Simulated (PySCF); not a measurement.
C3H6BNO, SMILES O1C=NCB1C. Heavy atoms are numbered as in [CH3:1][B:2]1[CH2:3][N:4]=[CH:5][O:6]1. Hydrogens are named by the atom that carries them.

Geometry optimised at ωB97X-D3(BJ)/def2-SVP. The structure was generated by enumeration, and PubChem lists no compound with its InChIKey, so it may never have been made. Other conformers were not sampled.

All values below come from PySCF with PBE/pcSseg-1.

GIAO shieldings, no solvent; atoms alike by connectivity are averaged. δ = σ(ref) − σ: ¹³C against TMS (σ = 182.0 ppm); ¹¹B against BF3 (σ = 83.9 ppm); ¹⁵N against NH3 (σ = 267.0 ppm); ¹⁷O against H2O (σ = 334.3 ppm); ¹H against TMS (σ = 31.49 ppm), references at their B3LYP-D3(BJ)/def2-TZVP geometries, non-relativistic.

| nucleus | atoms | count | δ (ppm) |
|---|---|---|---|
| ¹³C | C5 (CH) | 1 | 162.8 |
| ¹³C | C3 (CH2) | 1 | 59.4 |
| ¹³C | C1 (CH3) | 1 | 1.7 |
| ¹¹B | B2 | 1 | 50.2 |
| ¹⁵N | N4 | 1 | 308.8 |
| ¹⁷O | O6 | 1 | 328.3 |
| ¹H | H on C5 | 1 | 7.37 |
| ¹H | H on C3 | 2 | 3.79 |
| ¹H | H on C1 | 3 | 1.18 |
